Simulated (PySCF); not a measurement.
## Computed spin Hamiltonian

Species: C₇H₁₁ (doublet state).
SMILES with atom numbers: `[CH3:1][CH2:2][C:3]1=[CH:4][CH:5][CH2:6][CH2:7]1` (hydrogens: H8, H9, H10 on C1; H11, H12 on C2; H13 on C4; H14 on C5; H15, H16 on C6; H17, H18 on C7)

Geometry (GFN2-xTB, Å), atoms numbered from 1 in this order:
```
atom  x, y, z in Å
C1     2.4438    0.0052   -0.5315
C2     1.3861   -0.7084    0.3196
C3    -0.0014   -0.3580   -0.0797
C4    -0.9617   -1.2082   -0.5931
C5    -2.1424   -0.5496   -0.8340
C6    -2.0183    0.8922   -0.4653
C7    -0.5704    1.0252    0.0417
H8     3.4397   -0.3278   -0.2485
H9     2.3882    1.0816   -0.3896
H10    2.2911   -0.2139   -1.5858
H11    1.5489   -0.4353    1.3688
H12    1.5225   -1.7881    0.2270
H13   -0.8003   -2.2574   -0.7757
H14   -3.0462   -0.9768   -1.2256
H15   -2.7471    1.1691    0.3027
H16   -2.2097    1.5388   -1.3274
H17   -0.0011    1.7415   -0.5572
H18   -0.5306    1.3763    1.0773
```

The hyperfine couplings belong to this conformer and change with its torsions.

Computed, not measured: PySCF 2.14.0, UKS B3LYP, pcH-1 on C H, non-relativistic, mean-field spin-orbit, GIAO. One conformer (not necessarily the lowest) at the GFN2-xTB geometry, without solvent, vibrations or thermal averaging. A GFN2-xTB geometry isn't a minimum of the functional, and hyperfine couplings can be far from their values at a DFT geometry. Stability of the SCF solution: not tested. ⟨S²⟩ is 0.773 where a pure state has 0.75.

```
g1, g2, g3                      : 2.00217, 2.00275, 2.00304
g_iso                           : 2.00265
Form of g                       : rhombic: the two nearest values differ by 34 % of g3 − g1
⟨S²⟩                            : 0.7734 (exact 0.7500)
α and β electrons               : 27, 26
HOMO–LUMO gap, α and β orbitals : 5.36, 6.07 eV
```

Hyperfine couplings atom by atom, in G; T1 to T3 are the principal values of the dipolar part (MHz turned into gauss with g_iso; 10 G = 1 mT):

| atom | isotope | a_iso | T1 | T2 | T3 | Mulliken spin population |
| --- | --- | --- | --- | --- | --- | --- |
| C1 | 13C | 14.7 | -1.1 | -1.0 | 2.0 | 0.02 |
| C2 | 13C | -7.5 | -0.4 | 0.0 | 0.4 | -0.05 |
| C3 | 13C | 20.3 | -18.2 | -17.7 | 35.9 | 0.61 |
| C4 | 13C | -16.3 | -9.5 | 4.2 | 5.3 | -0.24 |
| C5 | 13C | 19.4 | -18.2 | -17.6 | 35.9 | 0.64 |
| C6 | 13C | -6.9 | -0.3 | 0.0 | 0.2 | -0.05 |
| C7 | 13C | -6.8 | -0.2 | 0.0 | 0.2 | -0.05 |
| H8 | 1H | 1.5 | -0.7 | -0.5 | 1.2 | 0.00 |
| H9 | 1H | -0.8 | -1.0 | -0.4 | 1.4 | 0.00 |
| H10 | 1H | -0.8 | -1.2 | -0.4 | 1.6 | 0.00 |
| H11 | 1H | 19.4 | -1.1 | -1.0 | 2.1 | 0.03 |
| H12 | 1H | 0.9 | -1.2 | -0.9 | 2.1 | 0.00 |
| H13 | 1H | 3.7 | -1.7 | -0.2 | 1.8 | 0.01 |
| H14 | 1H | -14.9 | -8.9 | 0.0 | 8.9 | -0.03 |
| H15 | 1H | 24.5 | -1.3 | -0.7 | 2.0 | 0.03 |
| H16 | 1H | 24.2 | -1.3 | -0.7 | 2.0 | 0.02 |
| H17 | 1H | 23.7 | -1.3 | -0.7 | 1.9 | 0.03 |
| H18 | 1H | 22.6 | -1.3 | -0.6 | 1.9 | 0.03 |

The largest Mulliken spin populations are on C5 (+0.64), C3 (+0.61) and C4 (-0.24). The positive populations add up to 1.42 and the negative ones to -0.42, together 2S = 1. The angles at C5 add up to 360.0°, so it is planar; its axial dipolar tensor and the negative coupling of its proton fit spin in a p orbital normal to that plane.

Axes: g2 points within 2° of the C3–C7 bond and g3 points within 6° of the C5–H14 bond.

Under fast tumbling the dipolar parts average out, and these isotropic splittings remain: 2 × 1H (H15/H16, I = 1/2, 3 lines) with 2.44 mT, 2 × 1H (H17/H18, I = 1/2, 3 lines) with 2.31 mT, 1 × 1H (H14, I = 1/2, 2 lines) with 1.49 mT, 2 × 1H (H11/H12, I = 1/2, 3 lines) with 1.01 mT and 1 × 1H (H13, I = 1/2, 2 lines) with 0.37 mT.

Nuclei that the bonding pattern makes equivalent are averaged, as if the motion that swaps them (rotation, inversion, ring flip) were fast. The 1H value of +28.4 MHz is a mean of couplings from 2.6 to 54.3 MHz in this one geometry, not an average over conformers.

The 13C coupling of C3 (56.9 MHz) shows only in satellite lines or after enrichment, since that isotope makes up about 1.07 % of natural carbon.
